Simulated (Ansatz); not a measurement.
A run on H₄NO₃Si (`[NH][Si](O)(O)O`) radical with other settings.

```yaml
crystal:
  periodic: [false, false, false]
  atoms:
    - {symbol: N, position_ang: [-0.979146, -0.687346, -1.235970]}
    - {symbol: Si, position_ang: [-0.011934, 0.010377, 0.033120]}
    - {symbol: O, position_ang: [1.553751, 0.004907, -0.439738]}
    - {symbol: O, position_ang: [-0.084147, -0.865022, 1.408761]}
    - {symbol: O, position_ang: [-0.600041, 1.504168, 0.309030]}
    - {symbol: H, position_ang: [-1.983145, -0.586275, -1.077154]}
    - {symbol: H, position_ang: [1.718468, 0.041015, -1.383007]}
    - {symbol: H, position_ang: [0.566528, -1.562939, 1.500846]}
    - {symbol: H, position_ang: [-0.091837, 2.094816, 0.867113]}
basis:
  gaussian: {orbitals: "6-31++G**"}
magnetization: {spin_polarized: false, initial_magnetization: 1}
hamiltonian: {xc: {name: r2SCANh}, dispersion: d3bj}
output: {forces: true}
```

```sh
$ ansatz run in.yaml --threads 4 --pin off --events-out ev --progress --plain --max-ram 10444MiB
```

Output, abridged:

```
Warning: the engine holds no damping parameters fitted to this dispersion correction and functional, so the run takes those fitted to r2scanh beside the three-body term, which d3bj leaves out (hamiltonian.dispersion, under Limitations)
Functional definition: r2SCANh
1088 factors; integrals over basis functions are off by at most 1.2e-3 eV
mean field evaluation 1: about -15557.5628 eV, gradient 9.0e1 eV
mean field evaluation 2: about -15557.6401 eV, gradient 9.0e1 eV
mean field evaluation 4: about -15571.2571 eV, gradient 1.2e1 eV
mean field evaluation 8: about -15571.6047 eV, gradient 1.1e0 eV
mean field evaluation 16: about -15571.6071 eV, gradient 1.2e-3 eV
mean field -15571.60708468 eV, -572.2460055475 hartree, gradient 2.0e-5 eV, S^2 0.750000; 2 other end points of the search recorded, 0 dependent functions left out
reference -15571.60712242 eV, -572.2460069346 hartree; 25, 24 occupied and 98, 99 virtual orbitals, 1088 factors
Total energy: -15571.65495109 eV, -572.2477646057 hartree
Atom 0 at    -0.979146    -0.687346    -1.235970 Å, force    -0.053061    -0.062741    -0.117312 eV/Å
Atom 1 at    -0.011934     0.010377     0.033120 Å, force    -0.169545    -0.097820    -0.207367 eV/Å
Atom 2 at     1.553751     0.004907    -0.439738 Å, force     0.372029    -0.013027    -0.032762 eV/Å
Atom 3 at    -0.084147    -0.865022     1.408761 Å, force    -0.054285    -0.165355     0.327146 eV/Å
Atom 4 at    -0.600041     1.504168     0.309030 Å, force    -0.185867     0.328643     0.031562 eV/Å
Atom 5 at    -1.983145    -0.586275    -1.077154 Å, force    -0.048934     0.004134    -0.001217 eV/Å
Atom 6 at     1.718468     0.041015    -1.383007 Å, force     0.049073    -0.001191    -0.101634 eV/Å
Atom 7 at     0.566528    -1.562939     1.500846 Å, force     0.063082    -0.082784     0.041663 eV/Å
Atom 8 at    -0.091837     2.094816     0.867113 Å, force     0.027507     0.090141     0.059921 eV/Å
Dipole moment:     0.193583     0.059188     0.028182 e Å
```

Hardware: 4 threads of an Arm Neoverse V2 on a shared host. Wall time 6 s, peak host memory 0.37 GiB.
